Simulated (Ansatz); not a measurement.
`CCOC(=O)OC` and `CCOC(=O)C(C)CC` differ in one atom or group.

Ansatz, PBE0-D4/def2-TZVP geometries, multiplicity 1. Each molecule was computed in one conformer, which needn't be the lowest.

| property | `CCOC(=O)OC` |
| --- | --- |
| HOMO–LUMO gap (ωB97M-V/def2-TZVPP) / eV | 13.63 |
| LUMO energy (PBE0/def2-TZVPP) / eV | 1.20 |
| size of the dipole moment (PBE/def2-TZVPP) / D | 0.48 |
| size of the dipole moment (ωB97M-V/def2-TZVPP) / D | 0.44 |
| HOMO–LUMO gap (PBE0/def2-TZVPP) / eV | 9.57 |
| HOMO energy (ωB97M-V/def2-TZVPP) / eV | -10.85 |

(1) What does the change do to each property? (Estimate.)

Results:

(1) The calculation gave: 
```json
{"property": "HOMO–LUMO gap (ωB97M-V/def2-TZVPP) / eV", "`CCOC(=O)C(C)CC`": "12.45", "shift": "-1.18"}
{"property": "LUMO energy (PBE0/def2-TZVPP) / eV", "`CCOC(=O)C(C)CC`": "0.49", "shift": "-0.71"}
{"property": "size of the dipole moment (PBE/def2-TZVPP) / D", "`CCOC(=O)C(C)CC`": "2.06", "shift": "1.58"}
{"property": "size of the dipole moment (ωB97M-V/def2-TZVPP) / D", "`CCOC(=O)C(C)CC`": "2.12", "shift": "1.68"}
{"property": "HOMO–LUMO gap (PBE0/def2-TZVPP) / eV", "`CCOC(=O)C(C)CC`": "8.14", "shift": "-1.43"}
{"property": "HOMO energy (ωB97M-V/def2-TZVPP) / eV", "`CCOC(=O)C(C)CC`": "-10.08", "shift": "0.77"}
```

With PBE0 the HOMO rises by 0.72 eV and the LUMO falls by 0.71 eV, so the gap narrows by about 1.43 eV. PBE moves the HOMO by 0.60 eV and ωB97M-V by 0.77 eV. Dipoles are sizes alone; their direction can turn.
